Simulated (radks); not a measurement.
Values are calculated unless marked as measured or tabulated.
Hf3+, configuration [Xe] 4f14 5d1 (the NIST ground configuration).

Code: a radial shooting solver on a logarithmic mesh with Libxc functionals. Model: scalar-relativistic Kohn-Sham, PBE, spin-unpolarised, spherical densities, point nucleus.

Energy parts (hartree):
part                       energy
total                 -15076.6019
kinetic                16521.7264
electron-nucleus      -37127.2107
Hartree                 5835.7598
exchange-correlation    -306.8775

Orbitals (lengths in bohr, moments of r in powers of bohr):
\begin{tabular}{lrrr}
orbital & occ. & eigenvalue (hartree) & <r^2> \\ \hline
1s & 2 & -2400.316 & 0.0004949 \\
2s & 2 & -411.3309 & 0.007639 \\
2p & 6 & -361.2662 & 0.006284 \\
3s & 2 & -94.49722 & 0.04976 \\
3p & 6 & -79.54308 & 0.05041 \\
3d & 10 & -61.85584 & 0.04187 \\
4s & 2 & -19.84018 & 0.2475 \\
4p & 6 & -14.93558 & 0.2818 \\
4d & 10 & -8.60012 & 0.3324 \\
5s & 2 & -3.46426 & 1.435 \\
5p & 6 & -2.29723 & 1.980 \\
4f & 14 & -1.62247 & 0.5835 \\
5d & 1 & -0.99687 & 4.355 \\
\end{tabular}

The highest occupied level is 5d at -27.126 eV. The density falls to 0.001 e/bohr^3 at r = 3.28 bohr. For comparison, the ionisation energy in NIST's Atomic Spectra Database is 33.37 eV (semi-empirical). In exact Kohn-Sham theory the highest level is minus the ionisation energy, but local and semilocal functionals leave it too shallow, through self-interaction and a potential that decays too fast; potentials with the right tail come closer.

Beside tabulated values, note that spin-unpolarised runs miss the spin-polarisation part of the exchange energy of open shells.
